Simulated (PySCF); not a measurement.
Run record: geometry optimisation, W(CMe)(OH)3, `C[C]#[W]([OH])([OH])[OH]`.

Computed with PBE0-D3(BJ)/def2-SVP geometry optimisation, gas phase, def2 core potentials past Kr (PySCF 2.14.0). Start geometry: GFN2-xTB. A driver script takes a list of jobs; this job's settings line and coordinates (Å) are shown.

Input:
```
{"job": {"xc": "PBE0", "basis": "def2-SVP", "d3": "d3bj", "grid": 1, "maxiter": 30, "shake": 0.03, "kind": "geom"}, "charge": 0, "multiplicity": 1}
W      0.139630    -0.060680    -1.088420
C     -0.086370    -0.027750     0.748540
C     -0.101180    -0.013870     2.174500
H      0.361810     0.979060     2.565820
H     -1.038110    -0.258650     2.570150
H      0.653370    -0.736360     2.568250
O      1.916730     0.395800    -1.570110
H      1.907110     0.411640    -2.565030
O     -1.084780     1.525330    -1.569820
H     -1.599400     2.142530    -1.088230
O     -0.395360    -1.828270    -1.598080
H     -0.558000    -2.611540    -1.096570
```

Output:
```
step   0  E = -372.06011462  max force = 0.105081
step   1  E = -372.09412658  max force = 0.033760
step   2  E = -372.09819641  max force = 0.034015
step   3  E = -372.09992142  max force = 0.008540
step   4  E = -372.10049486  max force = 0.003385
step   5  E = -372.10061045  max force = 0.001311
step   6  E = -372.10065967  max force = 0.001234
step   7  E = -372.10066876  max force = 0.000474
step   8  E = -372.10067250  max force = 0.000300
optimisation converged
```

Energies in Eh; «max force» is the largest Cartesian gradient component in Eh/bohr.

Problem. Give the first gradient maximum in eV/Å.

Solution. With 1 Eh/bohr = 51.422 eV/Å, 5.403 eV/Å.

Main results: final energy -372.10067 Eh after 8 steps; dipole 1.09 D.

Problem. Where do the atoms end?

Solution. 0.164 Å rms from the input after alignment:
```
atom  x, y, z in Å
W1     0.0475    0.0105   -1.0997
C2     0.0170   -0.0138    0.6460
C3     0.0123   -0.0242    2.1165
H4     0.3337    0.9504    2.5210
H5    -0.9922   -0.2401    2.5188
H6     0.7029   -0.7886    2.5108
O7     1.9023    0.3823   -1.4362
H8     2.1296    0.4363   -2.3758
O9    -1.1466    1.3949   -1.6212
H10   -1.6269    1.9631   -1.0117
O11   -0.5246   -1.7147   -1.6566
H12   -0.7395   -2.4387   -1.0610
```

Problem. Estimate the wall time. Hardware: Arm Neoverse V1, one thread, no GPU (shared host). And the peak memory of the process?

Solution. About 92 s, with 0.50 GiB resident at the peak, the Python interpreter and its libraries included.
Labels such as C1 count atoms from 1, the log's own numbers from 0.
